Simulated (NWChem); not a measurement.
# CrS2Cl2; SMILES [S]=[Cr](=[S])([Cl])[Cl]

```xyz
5

Cr     0.0000     0.0000     0.0440
S      0.0000     1.5831     1.1808
S      0.0000    -1.5831     1.1808
Cl     1.7486     0.0000    -1.1294
Cl    -1.7486     0.0000    -1.1294
```
Atoms are numbered in this order, from 1.

Level: PBE0/def2-SVP (NWChem), optimised geometry, unscaled harmonic frequencies. 

Q: List the harmonic frequencies with IR intensities, and the thermochemistry.

A: 
```json
[
 {"frequency (cm⁻¹)": "138", "IR intensity (km/mol)": "0.0"},
 {"frequency (cm⁻¹)": "165", "IR intensity (km/mol)": "0.0"},
 {"frequency (cm⁻¹)": "185", "IR intensity (km/mol)": "1.2"},
 {"frequency (cm⁻¹)": "188", "IR intensity (km/mol)": "0.7"},
 {"frequency (cm⁻¹)": "229", "IR intensity (km/mol)": "3.3"},
 {"frequency (cm⁻¹)": "418", "IR intensity (km/mol)": "16.6"},
 {"frequency (cm⁻¹)": "485", "IR intensity (km/mol)": "83.8"},
 {"frequency (cm⁻¹)": "627", "IR intensity (km/mol)": "39.6"},
 {"frequency (cm⁻¹)": "654", "IR intensity (km/mol)": "76.2"}
]
```

The zero-point energy is 4.4 kcal/mol, the thermal correction to the enthalpy at 298.15 K (with zero-point energy) comes out as 9.1 kcal/mol and the heat capacity Cv is 19.9 cal/(mol K). The entropy at 298.15 K and 1 atm (symmetry number 2) is 83.5 cal/(mol K) and the dipole moment is 0.99 D.

Rigid rotor and harmonic oscillator.
